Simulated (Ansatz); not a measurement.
Input for Ansatz (an electronic-structure program): R-PBE0/def2-TZVPPD on H8OSi2 (a complex), monomers drawn apart or pushed together. Files ending in .json are basis or fitting sets from the Basis Set Exchange.

Ansatz 0.2 input:
```yaml
crystal:
  periodic: [false, false, false]
  atoms:
    - {symbol: O, position_ang: [0.76908816, 0.68805834, 0.74716409]}
    - {symbol: H, position_ang: [1.57405291, 0.16663466, 0.65640225]}
    - {symbol: H, position_ang: [0.17031394, 0.35819565, 0.06837880]}
    - {symbol: Si, position_ang: [-0.60410507, -1.31758746, 3.39547840]}
    - {symbol: Si, position_ang: [-0.59230419, 0.93796956, 4.04898138]}
    - {symbol: H, position_ang: [0.76890762, -1.80131753, 3.10465294]}
    - {symbol: H, position_ang: [-1.43218109, -1.52177609, 2.18040987]}
    - {symbol: H, position_ang: [-1.16283298, -2.18693079, 4.46322905]}
    - {symbol: H, position_ang: [0.78897285, 1.47030675, 4.07646736]}
    - {symbol: H, position_ang: [-1.15738206, 1.06652458, 5.41799415]}
    - {symbol: H, position_ang: [-1.42458562, 1.75432736, 3.13631953]}
basis:
  gaussian:
    orbitals: def2-TZVPPD.json
hamiltonian:
  xc: {name: PBE0}
scf: {lower_state_search: off}
```

The head of its log:

```
Functional definition: PBE0
[...]
these checks for a lower state are left out or cut short: stability, starts, cluster_reference, orbital_swaps, neighbouring_geometries, increment
integrals: 0.21 GiB planned
1300 factors; their error is unknown
mean field: 1.66 GiB planned
mean field evaluation 1: about -17920.4422 eV, gradient 5.1e1 eV
mean field evaluation 2: about -17913.6590 eV, gradient 8.0e1 eV
```

**Question.** Predict the final total energy.

**Answer.** -658.7237 hartree.
